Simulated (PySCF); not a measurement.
```xyz
4
charge 0 multiplicity 2, angstrom
Ru    0.0000    0.0000    0.0205
H     1.3864    0.0000   -0.6907
H    -0.6932    1.2007   -0.6907
H    -0.6932   -1.2007   -0.6907
```

These are results of PySCF, UPBE0, basis Ru def2-TZVP with ECP28, H def2-TZVP (scalar-relativistic core potentials, no spin–orbit coupling, density fitting), not measurements.

This geometry of RuH₃ is a stationary point at this level.

Q: What is the point group?

A: C3v.

Q: Is it a minimum?

A: Yes: all harmonic wavenumbers are real.

Q: Which band is strongest in the infrared?

A: 2129 cm⁻¹ (e), 300 km/mol.

Q: Give the atomic charges and bond orders.

A: 
```
  atom  Mulliken  Löwdin  polar tensor  spin (Mulliken)  Mayer order to Ru1
   Ru1      0.10    0.02          0.72             1.16                   –
H2,3,4     -0.03   -0.01         -0.24            -0.05                0.98
```

Q: Give the ideal-gas entropy at 298.15 K and 1 bar by parts.

A: translation 166.9, rotation 59.0, vibration 3.8, spin 5.8; total 235.4 J/(mol K).

This need not be the most stable arrangement of these atoms. With open d or f shells other occupations or spin states may lie lower.
